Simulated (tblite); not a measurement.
Compound: C4H15FN2Si2.
SMILES with atom numbers: `[CH3:1][NH:2][C:3]([CH3:4])([CH3:5])[SiH2:6][NH:7][SiH2:8][F:9]` (hydrogens: H10, H11, H12 on C1; H13 on N2; H14, H15, H16 on C4; H17, H18, H19 on C5; H20, H21 on Si6; H22 on N7; H23, H24 on Si8)

Computed with GFN2-xTB (tblite), gas phase: L-BFGS steps from a force-field or distance-geometry start until the largest atomic force falls under 0.01 eV/Å.

Step 57: E = -826.0016 eV
```
atom  x, y, z in Å  |  force x, y, z in eV/Å
C1     -1.5852   -0.7764    1.6984   -0.016  -0.026   0.021
N2     -1.9555   -0.0694    0.4935   -0.035   0.011   0.055
C3     -0.9521    0.0559   -0.5578   -0.023  -0.033   0.000
C4     -1.6015    0.9557   -1.6108    0.006   0.026   0.006
C5     -0.6071   -1.2937   -1.2075   -0.010  -0.050  -0.051
Si6     0.6202    0.9484    0.0855    0.029   0.056   0.064
N7      1.8446   -0.2461    0.3599   -0.041   0.001   0.021
Si8     3.4384    0.0160    0.9480   -0.053  -0.033  -0.064
F9      4.3453    0.5904   -0.2549    0.048   0.041   0.045
H10    -2.4709   -0.8877    2.3243   -0.008   0.047  -0.023
H11    -0.8507   -0.1894    2.2499    0.027  -0.031  -0.037
H12    -1.1697   -1.7778    1.5272    0.035  -0.066   0.000
H13    -2.7836   -0.4963    0.0844   -0.022  -0.027   0.085
H14    -1.7275    1.9508   -1.1938   -0.080   0.019  -0.077
H15    -2.5851    0.5741   -1.8910    0.056  -0.001  -0.016
H16    -0.9880    1.0197   -2.5049    0.016   0.026   0.004
H17    -1.4857   -1.7414   -1.6728   -0.077   0.042  -0.021
H18     0.1473   -1.1488   -1.9771    0.008  -0.035  -0.045
H19    -0.2248   -2.0089   -0.4800   -0.009   0.044   0.020
H20     1.0423    1.9328   -0.9206    0.039  -0.018  -0.018
H21     0.4116    1.6404    1.3580   -0.037   0.033  -0.021
H22     1.6757   -1.1292   -0.0960    0.111   0.023   0.082
H23     4.0158   -1.2747    1.2745    0.036  -0.035   0.016
H24     3.4343    1.0423    1.9709   -0.002  -0.011  -0.043
```

Step 58: E = -826.0047 eV
```
atom  x, y, z in Å  |  force x, y, z in eV/Å
C1     -1.5833   -0.7822    1.6956    0.010  -0.035   0.020
N2     -1.9540   -0.0670    0.4953    0.006  -0.028   0.029
C3     -0.9518    0.0550   -0.5595   -0.006  -0.049   0.016
C4     -1.6053    0.9575   -1.6071    0.031   0.002   0.003
C5     -0.6084   -1.2969   -1.2107   -0.025  -0.003  -0.028
Si6     0.6254    0.9494    0.0766   -0.054   0.013   0.028
N7      1.8466   -0.2439    0.3589   -0.034   0.002   0.053
Si8     3.4363    0.0217    0.9534   -0.004  -0.037  -0.043
F9      4.3426    0.5985   -0.2488    0.046   0.051   0.052
H10    -2.4622   -0.8733    2.3359    0.021   0.047  -0.051
H11    -0.8270   -0.2081    2.2331    0.003  -0.056  -0.038
H12    -1.1897   -1.7941    1.5197    0.003  -0.009   0.011
H13    -2.7845   -0.4873    0.0834   -0.024  -0.030   0.111
H14    -1.7347    1.9471   -1.1797   -0.084   0.044  -0.087
H15    -2.5873    0.5737   -1.8889    0.047  -0.002  -0.022
H16    -0.9926    1.0308   -2.5010    0.013   0.028   0.005
H17    -1.4877   -1.7387   -1.6827   -0.037   0.053  -0.012
H18     0.1540   -1.1515   -1.9740   -0.031  -0.054  -0.017
H19    -0.2358   -2.0148   -0.4793   -0.012   0.065  -0.015
H20     1.0500    1.9209   -0.9379    0.050   0.006  -0.039
H21     0.4131    1.6510    1.3407   -0.041   0.055   0.018
H22     1.6714   -1.1362   -0.0741    0.103  -0.004   0.063
H23     4.0181   -1.2687    1.2755    0.028  -0.026   0.018
H24     3.4348    1.0438    1.9832   -0.009  -0.032  -0.075
```

**Question.** Estimate the geometry and energy of step 59. (The exact step hangs on the optimiser's Hessian estimate; all steps are aligned on step 58, rigid shifts and turns removed.)

**Answer.** E = -826.0080 eV, largest force 0.158 eV/Å
```
atom  x, y, z in Å  |  force x, y, z in eV/Å
C1     -1.5838   -0.7858    1.6940    0.006  -0.015  -0.063
N2     -1.9561   -0.0632    0.4974    0.067  -0.075  -0.011
C3     -0.9530    0.0546   -0.5603    0.025  -0.067   0.033
C4     -1.6065    0.9593   -1.6058    0.053  -0.024   0.008
C5     -0.6155   -1.3014   -1.2125   -0.042   0.055   0.019
Si6     0.6294    0.9499    0.0720   -0.152  -0.036  -0.021
N7      1.8542   -0.2377    0.3520   -0.014   0.009   0.095
Si8     3.4397    0.0264    0.9553    0.050  -0.035  -0.007
F9      4.3533    0.6011   -0.2421    0.041   0.061   0.048
H10    -2.4557   -0.8730    2.3397   -0.059   0.041  -0.014
H11    -0.8237   -0.2166    2.2240    0.088   0.004   0.031
H12    -1.1944   -1.7979    1.5174    0.002  -0.042  -0.020
H13    -2.7879   -0.4795    0.0839   -0.029  -0.031   0.117
H14    -1.7569    1.9405   -1.1675   -0.076   0.063  -0.080
H15    -2.5776    0.5628   -1.9034    0.017  -0.003  -0.036
H16    -0.9837    1.0532   -2.4907    0.009   0.023   0.001
H17    -1.5002   -1.7355   -1.6835    0.003   0.052  -0.010
H18     0.1504   -1.1624   -1.9748   -0.065  -0.053   0.009
H19    -0.2497   -2.0203   -0.4775   -0.013   0.078  -0.044
H20     1.0559    1.9142   -0.9449    0.059   0.039  -0.069
H21     0.4101    1.6549    1.3298   -0.042   0.080   0.069
H22     1.6762   -1.1376   -0.0595    0.073  -0.059   0.027
H23     4.0211   -1.2660    1.2750    0.016  -0.012   0.021
H24     3.4424    1.0464    1.9897   -0.018  -0.054  -0.103
```

The energy changes by -0.0034 eV. The first-order estimate −F·Δx gives -0.0054 eV and the mean of the old and new forces, exact on a quadratic surface, -0.0034 eV. The step makes an angle of 75° with the force vector and moves no atom by more than 0.026 Å.

The cost below is that of the whole relaxation. Hardware: one thread, Arm Neoverse N1 (aarch64), no GPU, shared host with 64 logical CPUs at a one-minute load of 61. Cost: 4.6 s of wall time.
